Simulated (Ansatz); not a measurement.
Consider the redistribution: `[OH][Zr]([OH])([OH])[F]` + `C#[C][Zr]([OH])([OH])[Cl]` → `[OH][Zr]([OH])([OH])[Cl]` + `C#[C][Zr]([OH])([OH])[F]`.

Program: Ansatz. Geometries: PBE0-D4/def2-TZVP. ΔE: electronic, gas phase. CBS: MP2 limit from def2 TZ/QZ plus the TZ coupled-cluster correction, frozen cores. Functionals use def2-TZVPP. B3LYP here is the variant with VWN-RPA as its local correlation; programs differ in this. Elements past krypton have def2 core potentials. For Zr outer-core shells are correlated without core-valence functions, which leaves a few kJ/mol of doubt a bond. One conformer a species, not always the lowest.

```csv
level,ΔE (kJ/mol),difference from CCSD(T)/CBS
PBE0-D4,-3.3,-0.9
r2SCAN0-D4,-3.3,-0.9
BHLYP-D4,-3.1,-0.7
ωB97M-V,-4.0,-1.6
revPBE,-3.6,-1.2
PBE0,-3.5,-1.1
B3LYP,-3.3,-0.9
r2SCAN0,-3.4,-1.0
BHLYP,-3.4,-1.0
CAM-B3LYP,-3.9,-1.5
CCSD(T)/def2-SVP,-2.7,-0.3
MP2/def2-TZVPP,-2.0,0.4
CCSD/def2-TZVPP,-3.2,-0.8
HF/def2-QZVPP,-4.2,-1.8
MP2/def2-QZVPP,-1.7,0.7
HF/CBS(def2),-4.2,-1.8
CCSD(T)/CBS,-2.4,0
```

Largest T1 diagnostic among the species: 0.017.

Leaving LDA and LC-ωPBE aside and taking each functional with its dispersion term where it has one, the values, not all of them listed here, spread over 1.5 kJ/mol, from ωB97X-V to BLYP-D4.
